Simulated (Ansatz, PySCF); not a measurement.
Process, species as SMILES: NC1CCC1 + H+ → [NH3+]C1CCC1
Each molecule is optimised on its own at B3LYP-D3(BJ)/def2-TZVP (Ansatz, a quantum-chemistry and plane-wave program), one conformer each, not searched for the lowest. Frequencies are from Ansatz or PySCF.

Wanted: proton affinity (enthalpy at 298 K, with B3LYP-D3(BJ) rigid-rotor harmonic-oscillator terms), positive where the reaction releases energy, in kcal/mol. Correlated levels leave the core frozen unless marked. No spin-orbit coupling. Non-relativistic. Basis-set limits of correlation are two-point, X^-3; Hartree-Fock from the larger set.

CCSD(T)/CBS(cc-pVTZ,cc-pVQZ) (Ansatz) gives 220.6 kcal/mol.

Problem. Another calculation gave 221.2 kcal/mol. Which level was it?
A. SVWN5/def2-TZVPD (Ansatz)
B. wB97X-V/def2-TZVPD (Ansatz)
C. wB97M-V/def2-TZVPD (Ansatz)

Solution. B, wB97X-V/def2-TZVPD (Ansatz). The others give 217.6 (wB97M-V), 213.5 (SVWN5) kcal/mol.
